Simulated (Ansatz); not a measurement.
Sn₂₄H₃₀, a nanocrystal cut from hexagonal tin. Charge 0, multiplicity 1. Geometry PBE-D4/def2-SVP.

```xyz
54

Sn   -3.485   -0.249   -4.020
Sn   -4.389    2.369   -3.471
Sn   -0.561   -3.665   -2.731
Sn    2.183   -3.601   -3.375
Sn   -1.459   -1.025   -2.205
Sn    0.693    0.800   -2.399
Sn   -2.954    3.414   -1.278
Sn   -0.190    3.442   -1.858
Sn    3.625   -2.584   -1.176
Sn    2.762    0.062   -0.621
Sn    4.903    1.896   -0.839
Sn    1.282    4.503    0.307
Sn    4.034    4.532   -0.316
Sn   -1.003   -5.282   -0.465
Sn   -2.441   -0.848    0.440
Sn   -3.339    1.785    0.997
Sn    0.465   -4.250    1.709
Sn    3.219   -4.186    1.107
Sn   -0.439   -1.622    2.281
Sn    1.690    0.217    1.992
Sn   -1.931    2.814    3.219
Sn    0.814    2.856    2.553
Sn   -1.494   -1.453    4.899
Sn   -2.355    1.173    5.475
H    -2.866   -0.335   -5.642
H    -4.811   -1.370   -3.926
H    -4.167    3.382   -4.866
H    -6.090    2.351   -3.117
H    -1.462   -4.303   -4.082
H     2.430   -2.575   -4.755
H     2.753   -5.188   -3.799
H     1.319    0.745   -4.028
H    -3.481    5.038   -0.917
H     0.091    4.418   -3.277
H     5.325   -2.545   -1.568
H     5.595    1.800   -2.431
H     6.154    1.450    0.282
H     0.714    6.116    0.650
H     4.320    5.540   -1.702
H     4.937    5.209    1.006
H    -0.546   -6.928   -0.790
H    -2.695   -5.282   -0.070
H    -3.792   -1.942    0.602
H    -5.041    1.719    1.375
H     0.203   -5.247    3.116
H     3.829   -5.794    0.852
H     4.089   -3.507    2.449
H     2.945   -0.209    3.129
H    -2.470    4.442    3.536
H     1.727    3.461    3.912
H    -2.826   -2.561    5.050
H    -0.289   -1.954    6.047
H    -4.041    1.170    5.900
H    -1.484    1.802    6.841
```

In the def2 sets Sn takes a core potential; there is no spin–orbit coupling. Single mean-field runs in def2-SVP, def2-TZVP are fitted with def2-universal-jkfit.

Question: Estimate the orbital energies around the gap (eV) in Ansatz with PBE-D4/def2-SVP, PBE-D4/def2-TZVP, r2SCAN-D4/def2-TZVP, r2SCANh-D4/def2-TZVP, PBE0-D4/def2-TZVP.

Answer: 
| orbital | PBE-D4/def2-SVP | PBE-D4/def2-TZVP | r2SCAN-D4/def2-TZVP | r2SCANh-D4/def2-TZVP | PBE0-D4/def2-TZVP |
| --- | --- | --- | --- | --- | --- |
| HOMO−5 | -5.77 | -5.84 | -6.04 | -6.32 | -6.62 |
| HOMO−4 | -5.74 | -5.80 | -6.00 | -6.28 | -6.57 |
| HOMO−3 | -5.74 | -5.80 | -6.00 | -6.27 | -6.56 |
| HOMO−2 | -5.73 | -5.80 | -6.00 | -6.27 | -6.56 |
| HOMO−1 | -5.66 | -5.73 | -5.92 | -6.20 | -6.50 |
| HOMO | -5.66 | -5.73 | -5.92 | -6.20 | -6.50 |
| LUMO | -2.94 | -3.05 | -2.90 | -2.68 | -2.38 |
| LUMO+1 | -2.82 | -2.93 | -2.78 | -2.55 | -2.25 |
| LUMO+2 | -2.70 | -2.81 | -2.68 | -2.46 | -2.16 |
| LUMO+3 | -2.70 | -2.80 | -2.67 | -2.46 | -2.16 |
| LUMO+4 | -2.55 | -2.67 | -2.54 | -2.31 | -2.01 |
| LUMO+5 | -2.55 | -2.67 | -2.54 | -2.31 | -2.01 |
